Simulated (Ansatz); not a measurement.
**Ligand exchange: SiH2(CH3)Br + C2H3F → SiH3(CH3) + C2H2BrF**

Species: SiH2(CH3)Br, singlet; C2H3F `C=CF`, singlet; SiH3(CH3) (methylsilane), singlet; C2H2BrF `C=C(F)Br`, singlet. The partners trade Br for H: Si–Br and C–H bonds give way to Si–H and C–Br.

Shapes, held fixed at every level: PBE0-D4/def2-TZVP. Programs: Ansatz 0.2.0. Electronic energies: no zero-point or thermal term.

**Question.** Estimate ΔE of this reaction.

**Answer.** The highest level, CCSD(T)/def2-TZVPP, gives ΔE = +154.7 kJ/mol; the levels span +145.9 to +175.3. The column of differences is taken from that level and isn't an error. No measured value is set beside it here. Relativity is left out for Br. Outer-core shells of Br are correlated, in sets that cover them unevenly. Times are processor times on shared x86 and Arm servers, and rough.

```csv
level,kind,ΔE (kJ/mol),less CCSD(T)/def2-TZVPP,CPU time (sum over the molecules)
HF/def2-SVP,Hartree–Fock,+175.3,+20.6,–
PBE-D4/def2-TZVPP,GGA,+145.9,-8.8,14 s
B3LYP-D4/def2-TZVPP,global hybrid,+154.2,-0.5,22 s
BHLYP-D4/def2-TZVPP,global hybrid,+166.0,+11.3,17 s
r2SCAN0-D4/def2-TZVPP,global hybrid,+161.4,+6.7,27 s
wB97M-V/def2-TZVPP,range-separated hybrid,+158.9,+4.2,59 s
B2PLYP/def2-TZVPP,double hybrid,+156.5,+1.8,36 s
CCSD(T)/def2-TZVPP,coupled cluster or CI,+154.7,0.0,96 s
```
